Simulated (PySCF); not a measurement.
# MoH⁺ from Hartree–Fock to correlated methods

State: ⁵Σ⁺ (quintet), unpaired electrons π ↑↑, δ ↑↑. Set-up: basis Mo def2-TZVPPD with ECP28, H def2-TZVPPD; scalar-relativistic core potentials; PySCF 2.14. De refers to Mo⁺ (4d5) + H in their high-spin ground configurations, without counterpoise correction. The functionals are run spin-unrestricted. A positive dipole points towards H; it is taken about the centre of mass and depends on that origin.

```csv
Level,Re (Å),ωe (cm⁻¹),De (eV),μ (D),"CPU s a point (SCF and correlation, without the integrals)"
ROHF,1.689,1964,n/a,-2.94,0.27
ROHF-MP2,1.637,2100,n/a,n/a,0.49
ROHF-SCS-MP2,1.648,2066,n/a,n/a,n/a
ROHF-CCSD,1.668,1965,1.79,n/a,n/a
ROHF-CCSD(T),1.670,1946,1.88,n/a,17
PBE,1.673,1921,2.15,-1.63,0.44
BLYP,1.683,1901,2.34,-1.66,0.3
r²SCAN,1.671,1939,2.03,-1.85,0.6
TPSSh,1.675,1949,2.22,-1.91,0.87
r²SCANh,1.669,1944,1.96,-1.91,0.83
PBE0,1.666,1952,1.90,-1.86,0.97
B97-3,1.671,1927,2.11,-1.90,0.59
BHandHLYP,1.670,1960,1.90,-2.15,0.59
ωB97M-V,1.665,1969,1.95,-2.05,4.7
```

The bond length runs from 1.637 Å (ROHF-MP2) to 1.689 Å (ROHF). De spans 1.79 eV (ROHF-CCSD, coupled cluster) to 2.34 eV (BLYP, GGA).

Correlated steps freeze no core orbitals. The metal atom is held in its measured ground configuration; semilocal functionals can put another filling of s and d lower by some tenths of an eV, and De to that atom would be smaller. Spin–orbit coupling is left out, which matters for elements this heavy, above all for dissociation energies. For an ion De counts to the pair picked by the measured ionisation energies or electron affinities, which need not be the lowest pair at this level. With d or f electrons several states lie close, and the lowest PBE0 determinant need not be the measured ground state.

The whole job (state search and all levels along the bond) took about 5.7 min on 1 thread of AMD EPYC 9R45 96-Core (shared host), peak memory 2 GiB.
